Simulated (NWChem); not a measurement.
Program: NWChem. System: AuCl, charge 0, spin multiplicity 1, at a geometry optimised with PBE0/def2-SVP with def2 effective core potentials on Au. The structure started from a generated list of species.

Input file:

```
start mol
memory heap 200 mb stack 700 mb global 1700 mb
geometry units angstroms nocenter noautoz
  Au     0.000000     0.000000    -0.398964
  Cl     0.000000     0.000000     1.854009
  symmetry group C2v
end
basis spherical
  * library def2-qzvp
end
ecp
  Au library def2-ecp
end
basis "ri basis" bse spherical
  * library def2-qzvp-rifit
end
dft
  xc xpbe96 cpbe96
  iterations 100
  direct
  tolerances tight
end
task dft energy
gw
  states alpha occ 4 vir 2
end
task dft gw
```

The output up to the point where the run's verdict is printed (cleaned and shortened):

```
             Northwest Computational Chemistry Package (NWChem) 7.3.0
             --------------------------------------------------------

                                NWChem Input Module
                                -------------------

 Scaling coordinates for geometry "geometry" by  1.889725989
 (inverse scale =  0.529177249)

 Turning off AUTOSYM since
 SYMMETRY directive was detected!

                             Geometry "geometry" -> ""
                             -------------------------

 Output coordinates in angstroms (scale by  1.889725989 to convert to a.u.)

  No.       Tag          Charge          X              Y              Z
 ---- ---------------- ---------- -------------- -------------- --------------
    1 Au                  79.0000     0.00000000     0.00000000    -0.39896400
    2 Cl                  17.0000     0.00000000     0.00000000     1.85400900

 Effective nuclear repulsion energy (a.u.)     315.4432145466

            Nuclear Dipole moment (a.u.)
            ----------------------------
        X                 Y               Z
 ---------------- ---------------- ----------------
     0.0000000000     0.0000000000    -0.0000056692

      Symmetry information
      --------------------

 Group name             C2v
 Group number             16
 Group order               4
 No. of unique centers     2

      Symmetry unique atoms

     1    2


 Summary of "ao basis" -> "" (spherical)
 ------------------------------------------------------------------------------
       Tag                 Description            Shells   Functions and Types
 ---------------- ------------------------------  ------  ---------------------
 *                         def2-qzvp                  on all atoms

 Summary of "ri basis" -> "" (spherical)
 ------------------------------------------------------------------------------
       Tag                 Description            Shells   Functions and Types
 ---------------- ------------------------------  ------  ---------------------
 *                      def2-qzvp-rifit               on all atoms
[...]
    34     -0.200394  1 Au d -1              98      0.180059  2 Cl py
    24     -0.168457  1 Au d -1              89      0.133032  2 Cl py
    39     -0.084765  1 Au d -1              18      0.054860  1 Au py

 Vector   19  Occ=0.000000D+00  E=-1.764833D-01  Symmetry=a1
              MO Center=  3.0D-15,  1.1D-15, -4.8D-01, r^2= 3.8D+00
   Bfn.  Coefficient  Atom+Function         Bfn.  Coefficient  Atom+Function
  ----- ------------  ---------------      ----- ------------  ---------------
     6      0.567780  1 Au s                  3     -0.339989  1 Au s
     5      0.306036  1 Au s                 96      0.272941  2 Cl pz
     2      0.222369  1 Au s                  4     -0.220034  1 Au s
     7      0.220552  1 Au s                 93      0.209917  2 Cl pz
    19     -0.186634  1 Au pz                99      0.183023  2 Cl pz

 Vector   20  Occ=0.000000D+00  E=-2.809015D-02  Symmetry=b1
              MO Center= -2.1D-15,  6.5D-30, -5.0D-01, r^2= 7.4D+00
   Bfn.  Coefficient  Atom+Function         Bfn.  Coefficient  Atom+Function
  ----- ------------  ---------------      ----- ------------  ---------------
    17      0.597339  1 Au px                20      0.512176  1 Au px
    11     -0.193353  1 Au px                97     -0.166462  2 Cl px
    14      0.139449  1 Au px                91     -0.113149  2 Cl px
     8      0.089067  1 Au px                94     -0.066308  2 Cl px
    82      0.063042  2 Cl px               118      0.045997  2 Cl d  1

 Vector   21  Occ=0.000000D+00  E=-2.809015D-02  Symmetry=b2
              MO Center=  3.1D-30, -9.2D-16, -5.0D-01, r^2= 7.4D+00
   Bfn.  Coefficient  Atom+Function         Bfn.  Coefficient  Atom+Function
  ----- ------------  ---------------      ----- ------------  ---------------
    18      0.597339  1 Au py                21      0.512176  1 Au py
    12     -0.193353  1 Au py                98     -0.166462  2 Cl py
    15      0.139449  1 Au py                92     -0.113149  2 Cl py
     9      0.089067  1 Au py                95     -0.066308  2 Cl py
    83      0.063042  2 Cl py               116     -0.045997  2 Cl d -1

 center of mass
 --------------
 x =   0.00000000 y =   0.00000000 z =  -0.11203018

 moments of inertia (a.u.)
 ------------------
         538.290172519765           0.000000000000           0.000000000000
           0.000000000000         538.290172519765           0.000000000000
           0.000000000000           0.000000000000           0.000000000000

     Multipole analysis of the density
     ---------------------------------

     L   x y z        total         alpha         beta         nuclear
     -   - - -        -----         -----         ----         -------
     0   0 0 0     -0.000000    -18.000000    -18.000000     36.000000

     1   1 0 0     -0.000000     -0.000000     -0.000000      0.000000
     1   0 1 0     -0.000000     -0.000000     -0.000000      0.000000
     1   0 0 1     -1.274228    -23.255090    -23.255090     45.235953

     2   2 0 0    -26.825897    -13.412949    -13.412949      0.000000
     2   1 1 0     -0.000000     -0.000000     -0.000000      0.000000
     2   1 0 1     -0.000000     -0.000000     -0.000000      0.000000
     2   0 2 0    -26.825897    -13.412949    -13.412949      0.000000
     2   0 1 1     -0.000000     -0.000000     -0.000000      0.000000
     2   0 0 2    -25.829135   -122.651968   -122.651968    219.474800

 Task  times  cpu:       26.8s     wall:       26.8s

                                NWChem Input Module
                                -------------------

                                 NWChem GW Module
                                 ----------------

                             ***********************
                             ***        GW       ***
                             ***********************

  bas_tag_lib: failed to locate basis au_def2-qzvp-rifit in file libraries.bse/
```

The run crashed. NWChem stopped with the message: bas_tag_lib: no such basis available.
